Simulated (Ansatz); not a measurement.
Consider the ligand exchange at the Si–O bond: `[SiH3][O][GeH2][SiH3]` + `C=C=C(N)F` → `C=C=C(F)N[SiH3]` + `[OH][GeH2][SiH3]`.

Calculated with Ansatz (gas phase, PBE0-D4/def2-TZVP geometries, no zero-point term in ΔE). CBS: MP2 limit from def2 TZ/QZ plus the TZ coupled-cluster correction, frozen cores. DFT in def2-TZVPP. B3LYP here is the variant with VWN-RPA as its local correlation; programs differ in this. For Ge outer-core shells are correlated without core-valence functions, which leaves a few kJ/mol of doubt a bond. Scalar relativity is left out up to krypton. Each species was taken in one conformer, which may not be the lowest.

`[SiH3][O][GeH2][SiH3]`:

Z-matrix (Å, degrees):
```
Si
O 1 1.634
H 1 1.490 2 111.1
H 1 1.484 2 108.2 3 119.9
H 1 1.490 2 111.1 3 -120.1
Ge 2 1.786 1 133.3 3 60.1
Si 6 2.380 2 105.4 1 179.6
H 6 1.543 2 107.5 1 -58.9
H 6 1.543 2 107.5 1 58.1
H 7 1.485 6 109.6 2 -60.2
H 7 1.487 6 109.1 2 -179.9
H 7 1.485 6 109.6 2 60.3
```

`C=C=C(N)F`:

Cartesian coordinates in Å:
```
C -0.030 0.471 -1.820
C 0.178 0.000 -0.625
C 0.312 -0.511 0.569
N -0.441 -0.260 1.701
F 1.243 -1.449 0.809
H 0.541 1.310 -2.214
H -0.779 0.043 -2.483
H 0.125 -0.046 2.513
H -1.149 0.441 1.550
```

`C=C=C(F)N[SiH3]`:

Cartesian coordinates in Å:
```
C -1.340 1.743 0.792
C -0.764 0.588 0.956
C -0.135 -0.550 1.087
F -0.019 -1.129 2.298
N 0.505 -1.260 0.099
Si 1.013 -0.545 -1.400
H -2.417 1.833 0.667
H -0.771 2.671 0.779
H 0.410 -2.262 0.184
H -0.119 -0.112 -2.262
H 1.862 0.631 -1.099
H 1.776 -1.608 -2.100
```

`[OH][GeH2][SiH3]`:

```xyz
9

O    -1.043   -1.769    0.576
Ge   -0.367   -0.686   -0.680
Si    0.510    1.290    0.336
H    -0.370   -2.102    1.172
H     0.725   -1.443   -1.470
H    -1.566   -0.405   -1.599
H     1.121    2.171   -0.696
H     1.558    0.912    1.323
H    -0.568    2.033    1.038
```

| level | ΔE (kJ/mol) | difference from CCSD(T)/CBS |
| --- | --- | --- |
| PBE-D4 | 45.2 | -7.9 |
| r2SCAN-D4 | 52.4 | -0.7 |
| PBE0-D4 | 49.3 | -3.8 |
| B3LYP-D4 | 54.0 | 0.9 |
| ωB97X-V | 53.5 | 0.4 |
| ωB97M-V | 52.6 | -0.5 |
| B2PLYP | 56.0 | 2.9 |
| PBE | 46.9 | -6.2 |
| r2SCAN | 52.8 | -0.3 |
| PBE0 | 50.7 | -2.4 |
| B3LYP | 56.5 | 3.4 |
| HF/def2-TZVPP | 70.3 | 17.2 |
| MP2/def2-TZVPP | 52.3 | -0.8 |
| SCS-MP2/def2-TZVPP | 55.9 | 2.8 |
| CCSD/def2-TZVPP | 56.4 | 3.3 |
| CCSD(T)/def2-TZVPP | 53.8 | 0.7 |
| HF/def2-QZVPP | 70.9 | 17.8 |
| MP2/def2-QZVPP | 52.1 | -1.0 |
| SCS-MP2/def2-QZVPP | 55.6 | 2.5 |
| HF/CBS(def2) | 71.0 | 17.9 |
| MP2/CBS(def2) | 51.6 | -1.5 |
| CCSD/CBS(def2) | 55.7 | 2.6 |
| CCSD(T)/CBS | 53.1 | 0 |

Largest T1 diagnostic among the species: 0.013.

From PBE to PBE0 (25 % exact exchange), in def2-TZVPP and without D4, ΔE moves by +3.8 kJ/mol. In def2-TZVPP, CCSD(T) changes the Hartree–Fock value by −16.4 kJ/mol (the triples alone add −2.6 kJ/mol) and MP2 by −18.0 kJ/mol.
